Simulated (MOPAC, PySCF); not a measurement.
H₃FS₃Si, SMILES `S[Si](F)(S)S`, neutral singlet in the gas phase. 

Cartesian coordinates (Å):
SMILES: F[Si](S)(S)S
```xyz
8

F     -0.8063    -0.6565     1.6203
Si     0.0030    -0.1104     0.3616
S      0.7254     1.7664     1.0211
S      1.6340    -1.3547    -0.1385
S     -1.2797    -0.0536    -1.3207
H      1.1182     2.1199    -0.2146
H      0.8559    -2.3178    -0.6661
H     -2.2504     0.6068    -0.6632
```
Charge 0, multiplicity 1.

All levels are single points at this geometry (PBE0-D3(BJ)/def2-TZVP); Pople sets use spherical d functions. Orbital energies aren't observables, and empty levels follow the basis.

B3LYP/3-21G in PySCF gives dipole (D) = 1.75.

### Question
Estimate the dipole (D) from each of these levels: PBE-D3(BJ)/def2-TZVP in PySCF; TPSSh-D3(BJ)/def2-TZVP in PySCF; B3LYP/LANL2DZ in PySCF; BP86/6-31G* in PySCF; M06-2X/6-31G* in PySCF; PBE/6-31G* in PySCF; SVWN5/6-31G* in PySCF; HF/3-21G in PySCF; HF/STO-3G in PySCF; AM1 in MOPAC; PM3 in MOPAC; PM6 in MOPAC.

### Answer

```json
[
 {"level": "PBE-D3(BJ)/def2-TZVP in PySCF", "dipole (D)": "1.32"},
 {"level": "TPSSh-D3(BJ)/def2-TZVP in PySCF", "dipole (D)": "1.34"},
 {"level": "B3LYP/LANL2DZ in PySCF", "dipole (D)": "2.15"},
 {"level": "BP86/6-31G* in PySCF", "dipole (D)": "1.43"},
 {"level": "M06-2X/6-31G* in PySCF", "dipole (D)": "1.49"},
 {"level": "PBE/6-31G* in PySCF", "dipole (D)": "1.44"},
 {"level": "SVWN5/6-31G* in PySCF", "dipole (D)": "1.54"},
 {"level": "HF/3-21G in PySCF", "dipole (D)": "1.93"},
 {"level": "HF/STO-3G in PySCF", "dipole (D)": "1.07"},
 {"level": "AM1 in MOPAC", "dipole (D)": "1.76"},
 {"level": "PM3 in MOPAC", "dipole (D)": "1.55"},
 {"level": "PM6 in MOPAC", "dipole (D)": "1.41"}
]
```
